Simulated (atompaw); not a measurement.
**Before and after: PAW (atompaw) potential for V**

V (Z = 23), PAW, made with atompaw 4.2.0.5 (LDA (PW92), scalar-relativistic). Core [Ar], reference 3d3 4s2 4p0. Waves: 4s (bound): rc 2.50 bohr; 4s channel at 0.75 Ry: rc 3.00 bohr; 4p (bound, empty): rc 3.00 bohr; 4p channel at 4.1 Ry: rc 3.00 bohr; 3d (bound): rc 1.30 bohr; 3d channel at 1.7 Ry: rc 1.30 bohr. Local part: troulliermartins scheme with l = 3 at -0.5 Ry, radius 3.00 bohr. Core correction: smooth core density matched at 1.60 bohr. Augmentation charge: gaussian compensation charge, radius 2.50 bohr; PAW radius 3.00 bohr; waves and projectors: custom polynom2 7 10 vanderbiltortho.

Change: local potential troulliermartins scheme with l = 3 at -0.5 Ry, radius 1.46 bohr.

Cutoffs: the cutoffs (Ry, on a coarse ladder) from which the occupation-weighted sum of valence levels, in a spherical-Bessel basis at the reference potential, stays within 10 and 1 mRy of its value at 400 Ry; they do not see the model core or the augmentation charge, which bear on the density cutoff.

Problem. What does the change do?

Solution. A bound ghost appears in s, which as a rule spoils a file; the range in which the p phases agree narrows (upper end at the end of the scan → 1.8). A state that the projectors do not describe sees the local part alone, so a deeper or shallower local part can create or remove a ghost.

```tsv
quantity	base	changed
cutoff, loose	230 Ry	230 Ry
cutoff, tight	over 300 Ry	over 300 Ry
bound ghosts	none	s
s: phases at 3.01 bohr within 0.05 rad from the reference energy up to (Ry; the scan ends near 5)	2.3	2.7
p: phases at 3.01 bohr within 0.05 rad from the reference energy up to (Ry; the scan ends near 5)	to the end of the scan	1.8
d: phases at 3.01 bohr within 0.05 rad from the reference energy up to (Ry; the scan ends near 5)	4.6	to the end of the scan
lowest overlap eigenvalue by channel	s 0.80, p 0.80, d 0.94	s 0.68, p 0.80, d 0.87
```

 A true bound ghost makes a file unfit for plane-wave use even where its test errors are small: the radial tests pick states by their node count and pass the ghost by. The cutoffs see the waves, projectors and local potential, not the compensation charge or the core.
